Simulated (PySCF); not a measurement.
MBe for M along the chalcogens

PBE0 with double-zeta basis sets in PySCF, for the lowest determinant that a PBE0 search found; no spin–orbit coupling. De refers to high-spin ground-configuration atoms. A positive dipole means M(−)Be(+).

```
 M       basis  state (unpaired electrons)  Re (Å)  ωe (cm⁻¹)  De (eV)  μ (D)
 O  x2c-SVPall      singlet (closed shell)   1.338       1527     4.30   5.98
 S    def2-SVP      singlet (closed shell)   1.753       1010     3.42   5.11
Se    def2-SVP      singlet (closed shell)   1.876        863     2.96   4.74
```

The shortest bond is that of BeO (1.338 Å), the longest that of BeSe (1.876 Å). BeO is bound most strongly (4.30 eV) and BeSe least (2.96 eV).

The rows differ in basis set, which adds steps of its own.

Down a group the atoms grow and get heavier, so bonds lengthen and wavenumbers fall; this series shows no clear exception.
